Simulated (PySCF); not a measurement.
C2H9InN, SMILES [CH3][In]([CH3])<-[NH3] (connectivity only; charge and spin as stated), neutral, multiplicity 2.

The structure is a stationary point at B3LYP-D3(BJ)/def2-SVP. The spin state was assumed, not searched. The isomer is the one that the SMILES or the coordinates give; other isomers of the formula were not compared. The def2 effective core potentials stand for the cores of In; spin–orbit coupling is left out.

Method: PBE/def2-TZVP in PySCF.

Question: Estimate the frontier levels, dipole moment and polarisability. (The exact figures need the calculation; the answer reports its results.)

Answer: 
```yaml
"α spin, highest occupied and lowest empty level": -3.34 and -1.03 eV
"β spin, highest occupied and lowest empty level": -5.14 and -2.41 eV
dipole_moment: 0.853 e·Å
quadrupole, principal values (traceless, Buckingham form, about the centre of nuclear charge): -8.95, -5.70, 14.64 D·Å
mean_static_polarisability: 95.8 bohr³ (14.19 Å³)
polarisability_principal_values: 85.2, 90.4, 111.7 bohr³
"⟨S²⟩": 0.752 (pure state 0.75)
```
